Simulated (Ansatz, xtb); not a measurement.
## CH5GeN: which of two structures lies lower

We compare X, `C=[N][GeH3]`, a singlet, with Y, a singlet given by its coordinates. Both are isolated molecules in the gas phase, relaxed with B3LYP-D4/def2-TZVP.

X (Å):

```yaml
atoms:
  - { symbol: C, position_ang: [-0.7294, -0.9250, 2.4769] }
  - { symbol: Ge, position_ang: [0.1892, -1.5287, -0.0256] }
  - { symbol: N, position_ang: [-1.0575, -0.9791, 1.2619] }
  - { symbol: H, position_ang: [-1.4635, -0.6031, 3.2237] }
  - { symbol: H, position_ang: [0.2643, -1.1806, 2.8769] }
  - { symbol: H, position_ang: [0.3432, -0.3775, -1.0303] }
  - { symbol: H, position_ang: [-0.3918, -2.7684, -0.7211] }
  - { symbol: H, position_ang: [1.5453, -1.8593, 0.6429] }
```

Y (Å):

```yaml
atoms:
  - { symbol: C, position_ang: [-0.9902, -0.5764, 1.7101] }
  - { symbol: Ge, position_ang: [0.5918, -1.7804, 2.0599] }
  - { symbol: N, position_ang: [0.9037, -2.1989, 0.3039] }
  - { symbol: H, position_ang: [-1.6888, -0.6008, 2.5485] }
  - { symbol: H, position_ang: [-0.6261, 0.4526, 1.6198] }
  - { symbol: H, position_ang: [-1.5246, -0.8332, 0.7929] }
  - { symbol: H, position_ang: [0.3598, -1.8735, -0.4828] }
  - { symbol: H, position_ang: [1.6685, -2.7918, 0.0205] }
```

Close contacts (Å): C1–Ge2 2.02, Ge2–N3 1.83, C1–H4 1.09, C1–H5 1.10, C1–H6 1.09, N3–H7 1.01, N3–H8 1.01.

Quicker runs give these differences E(Y) − E(X): GFN2-xTB −33.6 kcal/mol; HF/STO-3G −11.4 kcal/mol (at GFN2-xTB geometries); r2SCAN-D4/def2-SVP −28.5 kcal/mol (at GFN2-xTB geometries).

Q: Estimate E(Y) − E(X) at the level CCSD(T)/def2-TZVP.

A: Calculated at CCSD(T)/def2-TZVP: E(Y) − E(X) = −24.5 kcal/mol, so structure Y lies lower.

The same difference at several levels:

```tsv
level	geometry	E(Y) − E(X) (kcal/mol)	departure from the last row (kcal/mol)	job, with rough time for the two
GFN2-xTB	GFN2-xTB	−33.6	−9.1	optimisation, 1.7 s
HF/STO-3G	GFN2-xTB	−11.4	+13.1	single point, 1.4 s
r2SCAN-D4/def2-SVP	GFN2-xTB	−28.5	−4.0	single point, 6.6 s
B3LYP-D4/def2-TZVP	B3LYP-D4/def2-TZVP	−28.5	−4.0	optimisation, 4.9 min
HF/def2-TZVP	B3LYP-D4/def2-TZVP	−21.0	+3.5	part of the CCSD(T) run
MP2/def2-TZVP	B3LYP-D4/def2-TZVP	−26.3	−1.7	part of the CCSD(T) run
CCSD(T)/def2-TZVP	B3LYP-D4/def2-TZVP	−24.5		single point, 69 s
```

The levels shown agree on the order. The largest departure from CCSD(T)/def2-TZVP is that of HF/STO-3G, 13.1 kcal/mol.

With harmonic frequencies from B3LYP-D4/def2-TZVP (ideal gas, rigid rotor, one conformer each, 200 K, 1 atm): on the last row, ΔE + ΔZPE = −19.7 kcal/mol. A mode under 50 cm⁻¹ makes harmonic enthalpies and free energies unreliable, so none is given.

The correlated steps freeze 11 core orbitals; the filled d shell of Ge is correlated, in a basis made for valence electrons. Codes used: Ansatz 0.2.0, xtb 6.7.1; the last row on 2 threads of Intel(R) Xeon(R) Processor @ 2.50GHz (Skylake/Cascade Lake) on a shared host.
